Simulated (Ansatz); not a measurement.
`CBC(F)S`, charge 0, multiplicity 1.

(1) Give a relaxed structure at PBE0-D4/def2-TZVP (the Gaussian-basis code of Ansatz). (An estimate is asked.)

Answers

(1) Computed: 
Z-matrix (Å, degrees):
```
C
B 1 1.571
H 1 1.097 2 107.6
H 1 1.092 2 112.5 3 117.1
H 1 1.092 2 114.2 3 -118.3
C 2 1.551 1 121.4 3 97.6
S 2 2.174 1 111.1 3 161.9
H 2 1.199 1 122.3 3 -71.7
F 6 1.358 2 120.9 1 -9.3
H 6 1.088 2 123.3 1 -158.9
H 7 1.342 2 99.7 1 156.6
```
This is one stationary point; other conformers may exist.
